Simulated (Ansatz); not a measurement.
H3GeN, SMILES `[NH2][GeH]` (lower singlet) (charge 0, multiplicity 1). This singlet lies 1.86 eV below the relaxed triplet at the level frozen-core CCSD(T)/cc-pVTZ // PBE0-D3(BJ)/def2-TZVP (Ansatz, a quantum-chemistry and plane-wave program).

Z-matrix (Å, degrees):
```
N
H 1 1.0072
H 1 1.0075 2 112.48
Ge 1 1.8156 2 125.66 3 -180.00
H 4 1.6015 1 92.63 2 -0.01
```
Charge 0, multiplicity 1.

Frozen-core energies in cc-pVDZ from Ansatz at a geometry from PBE0-D3(BJ)/def2-TZVP; the HF reference has <S^2> = 0.00 and the T1 diagnostic is 0.015.

| level | energy (Ha) |
|---|---|
| HF | -2131.52064 |
| MP2 | -2131.79746 |
| CCSD | -2131.82457 |
| CCSD(T) | -2131.83394 |

### Question
Estimate the energies of CCSDT and CCSDT(Q), and give each level's difference from CCSDT(Q).

### Answer

```tsv
level	energy (Ha)	difference from CCSDT(Q) (mHa)
MP2	-2131.79746	37.92
CCSD	-2131.82457	10.81
CCSD(T)	-2131.83394	1.44
CCSDT	-2131.83457	0.81
CCSDT(Q)	-2131.83538	0.00
```
